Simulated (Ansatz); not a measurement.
Abridged output of a molecular run in Ansatz:

```
Functional definition: HF
1485 factors; integrals over basis functions are off by at most 1.7e-3 eV
mean field evaluation 1: about -20638.7728 eV, gradient 5.9e1 eV
mean field evaluation 2: about -20639.0237 eV, gradient 6.0e1 eV
mean field evaluation 4: about -20645.2095 eV, gradient 3.5e0 eV
mean field evaluation 8: about -20645.2817 eV, gradient 3.1e-1 eV
mean field -20645.28192373 eV, -758.7001168222 hartree, gradient 3.3e-6 eV, S^2 0.000000; 0 other end points of the search recorded, 0 dependent functions left out
13 core orbitals not correlated: weight in the atoms' cores, before any rotation towards them, 1.000 or more for the frozen orbitals, at most 0.000 for the correlated occupied ones
reference -20645.28192373 eV, -758.7001168222 hartree; 15, 15 occupied and 219, 219 virtual orbitals, 1485 factors
second order -24.79367102 eV of doubles, -0.00000000 eV of singles
cycle   1  -24.82955055 eV  change   -3.6e-2 eV  update   1.1e-1
cycle   2  -25.41636806 eV  change   -5.9e-1 eV  update   3.1e-2
cycle   3  -25.55476379 eV  change   -1.4e-1 eV  update   1.6e-2
cycle   4  -25.53590660 eV  change    1.9e-2 eV  update   3.5e-3
cycle   5  -25.53521392 eV  change    6.9e-4 eV  update   1.7e-3
cycle   6  -25.53637670 eV  change   -1.2e-3 eV  update   4.8e-4
cycle   7  -25.53612087 eV  change    2.6e-4 eV  update   1.9e-4
cycle   8  -25.53602348 eV  change    9.7e-5 eV  update   5.8e-5
cycle   9  -25.53602575 eV  change   -2.3e-6 eV  update   2.3e-5
perturbative correction -0.85508519 eV, -0.0314238010 hartree
Total energy: -20671.67303466 eV, -759.6699722605 hartree
```

Its atoms:

Z-matrix (Å, degrees):
```
Si
O 1 1.632
O 1 1.618 2 113.1
O 1 1.640 2 106.2 3 120.5
H 1 1.476 2 107.3 3 -119.0
H 2 0.958 1 116.7 3 -99.4
Al 3 1.688 1 160.5 2 -29.8
H 4 0.958 1 117.3 2 -158.2
H 7 1.579 3 116.7 1 175.6
H 7 1.578 3 119.2 1 -4.5
```

Question: Which basis set was used?
A. def2-SVP
B. def2-TZVPP
C. def2-SVPD
D. cc-pV(Q+d)Z

Answer: B. It gives 247 functions.

Question: Write the keys of the input that set method, charge and spin (a neutral closed shell needs none for the last two).

Answer: 
```yaml
correlation: {method: ccsd_t}
```
